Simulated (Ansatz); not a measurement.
Pulling on the B1–H2 bond in BCl2H (SMILES ClBCl) (multiplicity 1 held, fragments rigid). Energies count from the point at 1.182 Å.
Geometry at that point (charge 0, multiplicity 1):
```xyz
4

B     -0.500    -0.316    -0.378
H     -1.341    -0.847    -1.014
Cl    -0.358     1.420    -0.419
Cl     0.584    -1.278     0.589
```

Unrestricted levels (U-) break spin symmetry where that is lower. Active spaces are followed from a long bond inwards. Levels need not reach the same state.

Frozen-core correlation.

Run with Ansatz (a program for electronic structure). Values without a source in brackets are computed.

Task: What is the computed energy at R = 3.781 Å (U-HF/cc-pV(D+d)Z)?

Result: 367 kJ/mol

Doubts at one or more of the structures used: a spin-contaminated determinant (U-HF/cc-pV(D+d)Z).
